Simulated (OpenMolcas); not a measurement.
# Ag4+ in a point-charge field

Ag4+ among 3 point charges of -1.5 e arranged as a planar triangle (D3h), 1.89 Å from the ion.
```
   1.8900    0.0000    0.0000  -1.50
  -0.9450    1.6368    0.0000  -1.50
  -0.9450   -1.6368    0.0000  -1.50
```

```yaml
Program: OpenMolcas 26.06
Method: "SS-CASPT2, IPEA 0.25 Eh, imaginary shift 0.1 Eh (closed shells correlated: 4s 4p)"
Basis: ANO-RCC-VDZP [6s5p3d1f]
Scalar_Hamiltonian: DKH2, point nucleus
Active_space: 7 electrons in 5 orbitals (4d)
State_averaging: 2S+1 = 4 even, 10 roots; 2S+1 = 2 even, 40 roots
Spin-orbit_coupling: RASSI with atomic mean-field integrals over the reference wave functions
```

The lowest spin-free states (labels of D3, the rotations of D3h), above the lowest:

```tsv
State	Degeneracy	E (cm-1)	Free-ion L (%)
4A2	1	0	F (94)
4E	2	1020	F (91)
4E	2	5730	F (100)
4A1	1	6780	F (100)
4A2	1	6780	F (100)
2E	2	16690	G (75)
4E	2	16720	P (91)
2A2	1	17710	G (83)
2A1	1	17720	G (83)
2E	2	18330	H (100)
2E	2	18450	G (79)
2E	2	19400	G (68)
2A1	1	19590	G (77)
2A2	1	20150	P (88)
2E	2	20240	P (35)
2E	2	24630	H (75)
2A1	1	25220	D (79)
2E	2	26050	D (38)
2A1	1	26860	H (84)
2A2	1	26870	H (84)
```

The lowest levels with spin-orbit coupling:

| E (cm-1) | Degeneracy | Label | 2S+1 | g |
| --- | --- | --- | --- | --- |
| 0 | 2 | E1/2 | 4 | 1.61 6.51 6.51 |
| 550 | 2 | E3/2 | 4 | 0.00 0.00 4.78 |
| 1880 | 2 | E1/2 | 4 | 0.00 0.00 7.65 |
| 4370 | 2 | E1/2 | 4 | 1.75 4.67 4.67 |
| 4530 | 2 | E3/2 | 4 | 0.00 0.00 4.94 |
| 5050 | 2 | E1/2 | 4 | 0.00 0.00 9.45 |
| 5740 | 2 | E3/2 | 4 | 0.00 0.00 11.87 |
| 6470 | 2 | E1/2 | 4 | 2.27 2.27 2.47 |
| 7510 | 2 | E1/2 | 4 | 0.00 0.00 5.85 |
| 9180 | 2 | E3/2 | 4 | 0.00 0.00 2.07 |
| 9380 | 2 | E1/2 | 4 | 0.00 0.00 8.42 |
| 10880 | 2 | E1/2 | 4 | 0.09 0.09 1.79 |
| 11530 | 2 | E1/2 | 4 | 0.00 0.00 4.45 |
| 13000 | 2 | E3/2 | 4 | 0.00 0.00 0.32 |
| 17610 | 2 | E1/2 | 4 (61 %) | 1.39 2.79 2.79 |
| 17960 | 2 | E3/2 | 2 | 0.00 0.00 9.43 |
| 18090 | 2 | E3/2 | 4 (73 %) | 0.00 0.00 3.94 |
| 18250 | 2 | E1/2 | 4 | 0.05 0.05 7.82 |
| 18290 | 2 | E1/2 | 2 | 0.01 0.01 6.83 |
| 19240 | 2 | E1/2 | 2 | 0.04 0.04 4.74 |

Powder χT (cm3 K/mol): 2.75 at 2 K, 2.8 at 10 K, 3.05 at 50 K, 3.36 at 100 K, 3.9 at 200 K, 4.26 at 300 K. The effective moment at 300 K is 2.828 √(χT) = 5.84 μB.

The lowest level has 2S+1 = 4, for which the spin-only value is χT = S(S+1) / 2 = 1.875 cm3 K/mol (g = 2). The computed 4.260 at 300 K differs by +2.385, through orbital momentum, spin-orbit coupling and any other state in reach.

Roots that are degenerate in the reference are averaged as groups; the widest CASPT2 spread within a group is 96 cm-1 (the 2-fold group of multiplicity 4 near 5730 cm-1 above the lowest state of its run). Shifts and gaps below about the spread of the groups concerned are not significant. Spin-orbit coupling mixes the spin-free states strongly: the lowest level takes only 59 % from its leading state, 4A2. Point charges give a weaker field than real ligands, and real ions of this kind are as a rule low spin; the high spin found here belongs to the model. Free-ion shares, where given, are those of the reference states; single-state CASPT2 does not remix them. Point charges carry no covalency, so the field is a model and not that of real ligands. No measured value stands beside these numbers.
